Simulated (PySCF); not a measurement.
Two species compared at the same levels of theory.

First species: C4H7N3Si.
Bonds: C1–C2, C2–N3 (aromatic), N3–N4 (aromatic), N4–N5 (aromatic), N5–C6 (aromatic), C6–C7 (aromatic), C7–Si8, C2–C7 (aromatic). Hydrogens: H9, H10, H11 on C1; H12 on C6; H13, H14, H15 on Si8.

Second species: C4H9ClSi.
Atom-mapped SMILES: `[CH2:1]=[CH:2][SiH2:3][C@H:4]([CH3:5])[Cl:6]` (hydrogens: H7, H8 on C1; H9 on C2; H10, H11 on Si3; H12 on C4; H13, H14, H15 on C5)

Levels: B3LYP/def2-SVPD for dipole moment, HOMO energy, LUMO energy, HOMO–LUMO gap, static isotropic polarisability and electronic spatial extent ⟨r²⟩ about the centre of nuclear charge; TDDFT B3LYP/def2-SVPD for lowest singlet excitation; TDA B3LYP/def2-SVPD for lowest triplet excitation (Tamm–Dancoff); GFN2-xTB for rotational constant A and rotational constant C. Geometries: GFN2-xTB. Each structure is a single optimised conformer of the isolated species, non-relativistic unless stated. Electronic properties by PySCF.

The conformers computed, where there is a choice (atom-mapped SMILES and torsion angles):
- `[CH2:1]=[CH:2][SiH2:3][C@H:4]([CH3:5])[Cl:6]`: C1–C2–Si3–C4 -133°, C2–Si3–C4–C5 58°

Which has the higher dipole moment?

The first: 5.26 D against 1.94 D, a difference of 3.32 D.

Which has the higher ⟨r²⟩?

The first: 1135 bohr² against 1081 bohr², a difference of 54 bohr².

Which of the two has the higher T1 energy, and by how much?

The second: 4.39 eV against 2.32 eV, a difference of 2.07 eV.

Which of the two has the higher rotational constant C, and by how much?

The second: 1.230 GHz against 1.011 GHz, a difference of 0.219 GHz.

Which has the higher HOMO energy?

The first: -6.63 eV against -7.59 eV, a difference of 0.96 eV.

Which has the higher static isotropic polarisability?

The first: 91.8 au against 90.5 au, a difference of 1.3 au.

Which has the higher rotational constant A?

The second: 3.353 GHz against 2.947 GHz, a difference of 0.406 GHz.

Which has the higher S1 energy?

The second: 6.06 eV against 3.12 eV, a difference of 2.94 eV.

On the first: The polarisability is 13.60 Å³ as a volume (1 au = 0.148185 Å³), or 1.39 au for each of the 66 electrons. The vertical singlet–triplet gap S1 − T1 is 0.80 eV (TDDFT singlet less Tamm–Dancoff triplet; S1: HOMO→LUMO, weight 1.00; T1: HOMO→LUMO, weight 0.95).

On the second: The principal polarisabilities are 80.4, 84.5 and 106.7 au; their mean is the isotropic value. The dipole equals about 6.5 × 10⁻³⁰ C·m (1 D = 3.33564 × 10⁻³⁰ C·m).
